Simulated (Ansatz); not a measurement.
In7As7H20 was relaxed with PBE-D4 (def2-SVP) in Ansatz in these states: charge +1 doublet, neutral singlet. The geometries follow in no particular order.

In the def2 sets In takes a core potential; there is no spin–orbit coupling. Single mean-field runs in def2-SVP are fitted with def2-universal-jkfit.

A:

```csv
atom,x (Å),y (Å),z (Å)
In1,-2.766,3.329,-0.480
In2,1.652,-3.284,-2.572
In3,-2.153,-1.356,0.102
In4,0.539,1.215,-2.328
In5,1.173,2.819,1.724
In6,1.529,-0.306,2.525
In7,-2.235,1.275,3.917
As8,0.993,-1.005,-3.855
As9,-1.883,0.846,-1.363
As10,-1.432,2.967,1.896
As11,-0.566,-3.322,-1.038
As12,3.120,-1.885,-0.802
As13,-1.053,-0.781,2.456
As14,1.946,0.630,-0.065
H15,-4.437,3.155,-0.088
H16,-1.819,4.398,-1.457
H17,2.209,-4.680,-3.415
H18,-3.729,-2.079,0.161
H19,1.143,2.654,-3.070
H20,2.526,3.895,1.782
H21,1.538,1.473,3.173
H22,2.870,-1.253,3.052
H23,-3.937,1.071,3.727
H24,-1.133,1.496,5.230
H25,-0.243,-1.250,-4.712
H26,1.975,-0.735,-4.991
H27,-2.648,0.479,-2.637
H28,-1.430,4.367,2.521
H29,-1.526,-4.217,-1.822
H30,-0.252,-4.347,0.052
H31,3.168,-2.708,0.485
H32,4.621,-1.960,-1.112
H33,-1.118,-2.115,3.200
H34,3.355,1.213,-0.195
```

B:

Cartesian coordinates in Å:
```
In -2.1503 -3.1953 1.9202
In -0.2921 4.3984 -0.8617
In -1.7154 -0.3186 -1.7350
In -0.9149 0.9567 2.4938
In 2.2716 -2.2755 1.9183
In 2.7156 -0.2724 -0.6244
In 0.7443 -4.0299 -1.7589
As -1.2135 3.4813 1.5414
As -2.2184 -0.6567 0.8566
As 0.3139 -3.7260 0.9114
As -1.5843 2.3746 -2.1665
As 2.2303 3.6211 -0.8128
As 0.7361 -1.2954 -2.0457
As 1.5582 0.3202 1.7291
H -3.3081 -4.1506 1.0458
H -2.0087 -2.9196 3.6338
H -1.0002 5.9443 -1.2325
H -2.9121 -0.9572 -2.8286
H -1.1824 0.9071 4.2104
H 3.4346 -2.7829 3.1001
H 3.2588 -1.9545 0.2194
H 4.1309 0.5243 -1.2137
H -0.7270 -4.5908 -2.4930
H 2.3881 -4.5425 -1.9971
H -2.6940 3.8321 1.6956
H -0.7165 4.4222 2.6389
H -3.6640 -0.1672 0.9822
H 0.6942 -5.0790 1.5194
H -3.0388 2.7885 -2.4055
H -1.1601 2.4951 -3.6311
H 1.8141 2.3517 -1.5888
H 2.5183 4.3619 -2.1376
H 1.1034 -0.9079 -3.4791
H 2.5888 1.0426 2.5955
```

**Question.** Judge from the bond lengths which geometry belongs to which state (an estimate).

**Answer.** A is the charge +1 doublet (In5–As14 2.931 Å, In6–As14 2.785 Å, In6–H21 1.892 Å); B is the neutral singlet (In5–As14 2.699 Å, In6–As14 2.689 Å, In6–H21 1.959 Å).
